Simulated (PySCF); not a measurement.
## Stationary points of ZrSF₂

Computed with PBE0 in PySCF with Zr def2-SVP with ECP28, S def2-SVP, F def2-SVP; scalar-relativistic core potentials, no spin–orbit coupling; density-fitted integrals.

Relaxations began from a few typed shapes. The search is not exhaustive: other isomers or separated fragments can lie lower, and high-lying points may rest on an excited occupation.

Problem. Which is the lowest minimum found?
A. singlet C2v: Zr–F 1.920 Å (×2), Zr–S 2.211 Å; F–Zr–F 126.9°, F–Zr–S 116.6° (×2)
B. singlet Cs: Zr–F 1.912 Å (×2), Zr–S 2.207 Å; F–Zr–F 119.3°, F–Zr–S 112.8° (×2)
C. singlet Cs: Zr–F 1.912 Å (×2), Zr–S 2.207 Å; F–Zr–F 119.0°, F–Zr–S 112.9° (×2)
D. singlet C2v: Zr–F 1.920 Å (×2), Zr–S 2.211 Å; F–Zr–F 126.5°, F–Zr–S 116.7° (×2)

Solution. B. The others lie at 0.2 (singlet Cs), 2.9 (singlet C2v, a saddle point), 3.3 (singlet C2v, a saddle point) kJ/mol above it.

Formally Zr is in oxidation state +4, d0. The polar-tensor charge on Zr, 2.13, is far below the formal one.
